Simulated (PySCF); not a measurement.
## Fractional electron number in Sc(2+) (scandium, charge +2)

The 3d alpha orbital of [Ar] 3d1 is emptied in steps (occupation f), with all orbitals relaxed, ending at [Ar]. All numbers are calculated (PySCF 2.14, the non-relativistic Hamiltonian (point nucleus), in def2-TZVPPD). The exact energy is a straight line in f; departures are measured from the line between the end points of the same method.

```csv
f,BHandHLYP (eV),wB97X (eV),HSE06 (eV)
1,0.000,0.000,0.000
0.8,-0.489,-0.370,-0.853
0.6,-0.736,-0.561,-1.287
0.4,-0.738,-0.566,-1.294
0.2,-0.493,-0.381,-0.867
0,0.000,0.000,0.000
```

Question: For wB97X, how does the orbital energy at f = 1 compare with the removal energy?

Answer: −ε = 22.706 eV against a total-energy difference of 24.995 eV. By Janak's theorem ε = ∂E/∂f, so the gap between them reflects the curvature. Along the path −ε is 23.588 (f = 0.8), 24.501 (f = 0.6), 25.440 (f = 0.4), 26.405 (f = 0.2) eV.

```tsv
method	E(f=0) − E(f=1) (eV)	−ε at f=1 (eV)	−ε at f=0.4 (eV)
BHandHLYP	25.146	22.099	25.750
wB97X	24.995	22.706	25.440
HSE06	25.280	19.983	26.325
```

Reference removal energy between the ground levels: 24.757 eV (measured; NIST Atomic Spectra Database, ionization energies). The calculation has no spin-orbit coupling.
